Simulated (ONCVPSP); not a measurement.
## How hard is this gold ONCV potential?

```json
{"Element": "gold", "Generator": "ONCVPSP 4.0.1", "Type": "optimised norm-conserving Vanderbilt (ONCV)", "Functional": "Wu-Cohen", "Relativity": "fully relativistic", "Frozen core": "[Kr] 4d10 4f14", "Valence charge": "19", "Reference configuration": "5s2 5p6 5d10 6s1", "Partial waves": "5s+6s: rc 1.80 bohr, ncon 3, nbas 7, qcut 8.8 1/bohr, 2 projectors; 5p: rc 1.10 bohr, ncon 4, nbas 8, qcut 7.7 1/bohr, 2 projectors, debl 0.6 Ha; 5d: rc 1.90 bohr, ncon 4, nbas 8, qcut 7 1/bohr, 2 projectors, debl 3.6 Ha", "Local potential": "polynomial inside 0.70 bohr (lpopt 3, dvloc0 -1 Ha)", "Core correction": "none"}
```

Open shells are filled in proportion to 2j + 1.

In the p channel the program set the typed energies aside and used -2.034, 0.250 Ha (j = l + 1/2; the other j can differ).

Q: For each optimised wave give the share of its norm inside rc, the residual kinetic energy above qcut (Ha) and the cutoffs (Ha) for errors of 10, 1, 0.1 and 0.01 mHa per electron.

A:

```
               wave  norm inside rc  residual KE  10 mHa  1 mHa  0.1 mHa  0.01 mHa
                 5s           0.990      1.3e-08    16.6   22.7     27.3      31.0
                 6s           0.138      1.3e-08    12.6   20.8     26.2      30.3
           5p j=3/2           0.535      6.8e-03    27.7   97.6    165.9     208.9
p projector 2 j=3/2           0.050      1.3e-03    18.5   30.8    122.1     221.8
           5p j=1/2           0.650      9.2e-03    29.1  141.5    173.6     232.1
p projector 2 j=1/2           0.048      1.7e-03    12.4   32.5     93.6     211.2
           5d j=5/2           0.709      1.0e-05    14.8   18.7     21.8      24.8
d projector 2 j=5/2           0.185      5.4e-05    17.0   21.1     23.8      31.7
           5d j=3/2           0.750      1.6e-05    15.4   19.2     22.3      28.6
d projector 2 j=3/2           0.194      9.3e-05    17.6   21.6     24.4      36.9
```

The occupied waves need 142 Ha and 174 Ha for 1 and 0.1 mHa. Note: ghosts flagged at negative energy: s at -199.4 eV; GHOST(+) flagged for p3/2 at 162.6 eV, p1/2 at 268.7 eV. A true bound ghost makes a file unfit for plane-wave use.
